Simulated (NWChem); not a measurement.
System: BNH3 cation

The following NWChem deck was run.

```
start job
memory heap 200 mb stack 900 mb global 1100 mb
charge 1
geometry units angstroms noautoz
  B      0.000000     0.000000    -0.775846
  N      0.000000     0.000000     0.544423
  H      0.000000     0.000000    -1.948635
  H      0.000000     0.856414     1.107920
  H      0.000000    -0.856414     1.107920
end
basis spherical
  * library def2-svp
end
dft
  xc xtpss03 ctpss03
  iterations 150
  mulliken
end
task dft energy
```

NWChem printed, in part:

```
             Northwest Computational Chemistry Package (NWChem) 7.3.0
             --------------------------------------------------------

 C2V symmetry detected

                             Geometry "geometry" -> ""
                             -------------------------

 Output coordinates in angstroms (scale by  1.889725989 to convert to a.u.)

  No.       Tag          Charge          X              Y              Z
 ---- ---------------- ---------- -------------- -------------- --------------
    1 B                    5.0000     0.00000000     0.00000000    -0.78910840
    2 N                    7.0000     0.00000000     0.00000000     0.53116060
    3 H                    1.0000     0.00000000     0.00000000    -1.96189740
    4 H                    1.0000     0.00000000     0.85641400     1.09465760
    5 H                    1.0000     0.00000000    -0.85641400     1.09465760

 Effective nuclear repulsion energy (a.u.)      28.1964668421

      Symmetry information
      --------------------

 Group name             C2v
 Group number             16
 Group order               4
 No. of unique centers     4

                                 NWChem DFT Module
                                 -----------------

 Summary of "ao basis" -> "ao basis" (spherical)
 ------------------------------------------------------------------------------
       Tag                 Description            Shells   Functions and Types
 ---------------- ------------------------------  ------  ---------------------
 B                          def2-svp                 6       14   3s2p1d
 N                          def2-svp                 6       14   3s2p1d
 H                          def2-svp                 3        5   2s1p

      Symmetry analysis of basis
      --------------------------

        a1         21
        a2          3
        b1          8
        b2         11

            General Information
            -------------------
          SCF calculation type: DFT
          Wavefunction type:  closed shell.
          No. of atoms     :     5
          No. of electrons :    14
           Alpha electrons :     7
            Beta electrons :     7
          Charge           :     1
          Spin multiplicity:     1
          Use of symmetry is: on ; symmetry adaption is: on
          Maximum number of iterations: 150
          AO basis - number of functions:    43
                     number of shells:    21
          Convergence on energy requested:  1.00D-06
          Convergence on density requested:  1.00D-05
          Convergence on gradient requested:  5.00D-04

              XC Information
              --------------
                  TPSS metaGGA Exchange Functional  1.000
             TPSS03 metaGGA Correlation Functional  1.000

             Grid Information
             ----------------
          Grid used for XC integration:  medium
          Radial quadrature: Mura-Knowles
          Angular quadrature: Lebedev.
          Tag              B.-S. Rad. Rad. Pts. Rad. Cut. Ang. Pts.
          ---              ---------- --------- --------- ---------
          B                   0.85       49           8.0       434
          N                   0.65       49           8.0       434
          H                   0.35       45          10.0       434
          Grid pruning is: on
          Number of quadrature shells:   188
          Spatial weights used:  Erf1

      Superposition of Atomic Density Guess
      -------------------------------------

 Sum of atomic energies:         -80.24601328

 Renormalizing density from      15.00 to     14

      Non-variational initial energy
      ------------------------------

 Total energy =     -77.170321
 1-e energy   =    -151.694268
 2-e energy   =      46.327481
 HOMO         =      -0.895636
 LUMO         =      -0.367198

      Symmetry analysis of molecular orbitals - initial
      -------------------------------------------------

  Numbering of irreducible representations:

     1 a1          2 a2          3 b1          4 b2

  Orbital symmetries:

     1 a1          2 a1          3 a1          4 a1          5 b2
     6 a1          7 b1          8 b2          9 b1         10 a1
    11 b2         12 a1         13 a1         14 b1         15 a1
    16 b2         17 a1

     ---------------------------------------------
      Total Density - Mulliken Population Analysis
     ---------------------------------------------

    Atom       Charge   Shell Charges
 -----------   ------   -------------------------------------------------------
    1 B    5     4.39   2.00  1.04  0.18  0.92  0.19  0.08
    2 N    7     7.76   1.99  1.17  0.23  3.20  1.16  0.01
    3 H    1     0.72   0.58  0.12  0.02
    4 H    1     0.57   0.47  0.05  0.05
    5 H    1     0.57   0.47  0.05  0.05

   convergence    iter        energy       DeltaE   RMS-Dens  Diis-err
 ---------------- ----- ----------------- --------- --------- ---------
 d= 0,ls=0.0,diis     1    -80.8454892488 -1.09D+02  4.15D-02  1.99D+00
 d= 0,ls=0.0,diis     2    -80.1274186314  7.18D-01  3.30D-02  6.53D+00
 d= 0,ls=0.0,diis     3    -81.0417538432 -9.14D-01  7.36D-03  1.18D-01
 d= 0,ls=0.0,diis     4    -81.0600759211 -1.83D-02  1.79D-03  1.01D-02
 d= 0,ls=0.0,diis     5    -81.0615355128 -1.46D-03  4.92D-05  1.06D-05
  Resetting Diis
 d= 0,ls=0.0,diis     6    -81.0615366540 -1.14D-06  5.69D-06  1.45D-07
 d= 0,ls=0.0,diis     7    -81.0615366680 -1.40D-08  4.08D-06  7.48D-09

         Total DFT energy =      -81.061536667994
      One electron energy =     -159.843633465741
           Coulomb energy =       62.375553147199
    Exchange-Corr. energy =      -11.789923191554
 Nuclear repulsion energy =       28.196466842103

 Numeric. integr. density =       13.999999021496

                  Occupations of the irreducible representations
                  ----------------------------------------------

                     irrep           alpha         beta
                     --------     --------     --------
                     a1                5.0          5.0
                     a2                0.0          0.0
                     b1                1.0          1.0
                     b2                1.0          1.0

                       DFT Final Molecular Orbital Analysis
                       ------------------------------------

 Vector    5  Occ=2.000000D+00  E=-7.563233D-01  Symmetry=b2
              MO Center=  6.0D-17,  3.6D-15,  6.6D-01, r^2= 9.6D-01
   Bfn.  Coefficient  Atom+Function         Bfn.  Coefficient  Atom+Function
  ----- ------------  ---------------      ----- ------------  ---------------
    19      0.485019  2 N  py                34     -0.310224  4 H  s
    39      0.310224  5 H  s                 22     -0.186125  2 N  py
     5      0.134017  1 B  py                35     -0.047729  4 H  s
    40      0.047729  5 H  s                 11     -0.036567  1 B  d -1
     8     -0.029050  1 B  py

 Vector    6  Occ=2.000000D+00  E=-6.817382D-01  Symmetry=a1
              MO Center=  1.2D-16, -3.8D-15, -1.4D+00, r^2= 1.0D+00
   Bfn.  Coefficient  Atom+Function         Bfn.  Coefficient  Atom+Function
  ----- ------------  ---------------      ----- ------------  ---------------
     6      0.417638  1 B  pz                29      0.410350  3 H  s
     2      0.275474  1 B  s                 20     -0.183630  2 N  pz
     1      0.132587  1 B  s                  9     -0.130980  1 B  pz
     3      0.088075  1 B  s                 16     -0.060614  2 N  s
    17      0.059856  2 N  s                 34      0.058185  4 H  s

 Vector    7  Occ=2.000000D+00  E=-5.706773D-01  Symmetry=b1
              MO Center= -4.7D-16, -2.6D-16,  2.5D-01, r^2= 1.1D+00
   Bfn.  Coefficient  Atom+Function         Bfn.  Coefficient  Atom+Function
  ----- ------------  ---------------      ----- ------------  ---------------
    18      0.544384  2 N  px                21     -0.367638  2 N  px
     4      0.310424  1 B  px                 7     -0.093617  1 B  px
    13      0.040761  1 B  d  1

 Vector    8  Occ=0.000000D+00  E=-3.569552D-01  Symmetry=b2
              MO Center= -1.1D-16,  1.1D-15, -6.3D-01, r^2= 1.9D+00
   Bfn.  Coefficient  Atom+Function         Bfn.  Coefficient  Atom+Function
  ----- ------------  ---------------      ----- ------------  ---------------
     5      0.682710  1 B  py                 8     -0.441061  1 B  py
    35      0.209720  4 H  s                 40     -0.209720  5 H  s
    34      0.198397  4 H  s                 39     -0.198397  5 H  s
    19     -0.056552  2 N  py                25      0.040517  2 N  d -1

 Vector    9  Occ=0.000000D+00  E=-2.901141D-01  Symmetry=b1
              MO Center=  1.8D-16, -9.7D-17, -6.0D-01, r^2= 1.9D+00
   Bfn.  Coefficient  Atom+Function         Bfn.  Coefficient  Atom+Function
  ----- ------------  ---------------      ----- ------------  ---------------
     4      0.653670  1 B  px                 7     -0.498240  1 B  px
    21      0.404826  2 N  px                18     -0.359058  2 N  px
    31     -0.027726  3 H  px

 Vector   10  Occ=0.000000D+00  E=-2.079240D-01  Symmetry=a1
              MO Center=  1.1D-15,  1.4D-14,  1.0D-01, r^2= 4.2D+00
   Bfn.  Coefficient  Atom+Function         Bfn.  Coefficient  Atom+Function
  ----- ------------  ---------------      ----- ------------  ---------------
     3      1.133908  1 B  s                 17     -1.013460  2 N  s
    30     -0.813977  3 H  s                 35      0.561164  4 H  s
    40      0.561164  5 H  s                 16     -0.344173  2 N  s
    29     -0.221946  3 H  s                 15     -0.148867  2 N  s
    34      0.134195  4 H  s                 39      0.134195  5 H  s

     ---------------------------------------------
      Total Density - Mulliken Population Analysis
     ---------------------------------------------

    Atom       Charge   Shell Charges
 -----------   ------   -------------------------------------------------------
    1 B    5     4.71   1.99  0.95  0.13  1.28  0.30  0.06
    2 N    7     6.97   1.99  0.99  0.29  2.51  1.18  0.01
    3 H    1     0.81   0.72  0.07  0.02
    4 H    1     0.76   0.66  0.05  0.05
    5 H    1     0.76   0.66  0.05  0.05

     -------------------------------------------
      Total Density - Lowdin Population Analysis
     -------------------------------------------

    Atom       Charge   Shell Charges
 -----------   ------   -------------------------------------------------------
    1 B    5     4.54   1.97  0.63  0.26  1.12  0.43  0.14
    2 N    7     6.85   1.97  0.67  0.38  2.26  1.55  0.02
    3 H    1     0.96   0.61  0.30  0.05
    4 H    1     0.82   0.54  0.16  0.12
    5 H    1     0.82   0.54  0.16  0.12

     Multipole analysis of the density
     ---------------------------------

     L   x y z        total         alpha         beta         nuclear
     -   - - -        -----         -----         ----         -------
     0   0 0 0      1.000000     -7.000000     -7.000000     15.000000

     1   1 0 0     -0.000000     -0.000000     -0.000000      0.000000
     1   0 1 0      0.000000      0.000000      0.000000      0.000000
     1   0 0 1     -0.110406     -0.055203     -0.055203     -0.000000

     2   2 0 0     -8.591930     -4.295965     -4.295965      0.000000
     2   1 1 0     -0.000000     -0.000000     -0.000000      0.000000
     2   1 0 1      0.000000      0.000000      0.000000      0.000000
     2   0 2 0     -5.484536     -5.361447     -5.361447      5.238358
     2   0 1 1      0.000000      0.000000      0.000000      0.000000
     2   0 0 2     -2.472401    -21.473374    -21.473374     40.474348
```

Level: TPSS/def2-SVP. Geometry: optimised at B3LYP/6-31G* (spherical d).
